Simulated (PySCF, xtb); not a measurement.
C₅H₉N, SMILES C(=C)C1(N)CC1. The values are those of a single conformer.

Harmonic wavenumbers (cm⁻¹) from GFN2-xTB in xtb at its own minimum, in rising order: 96, 222, 257, 304, 367, 403, 480, 669, 749, 800, 880, 889, 909, 918, 951, 1017, 1018, 1035, 1051, 1071, 1147, 1154, 1279, 1314, 1365, 1409, 1437, 1478, 1547, 1700, 3057, 3076, 3085, 3090, 3106, 3112, 3142, 3383, 3429.

### Question
What does PBE0-D3(BJ)/def2-SVP (PySCF) give at its own minimum? (Estimate from the structure and the level; the computed values follow.)

### Answer
139, 213, 272, 322, 379, 433, 505, 697, 742, 773, 812, 905, 916, 940, 943, 1004, 1030, 1045, 1054, 1077, 1173, 1192, 1297, 1349, 1380, 1427, 1436, 1493, 1623, 1737, 3141, 3147, 3164, 3178, 3238, 3248, 3277, 3542, 3642. Paired by order, the mean absolute difference is 45 cm⁻¹ and the zero-point energies are 80.6 and 82.8 kcal/mol.
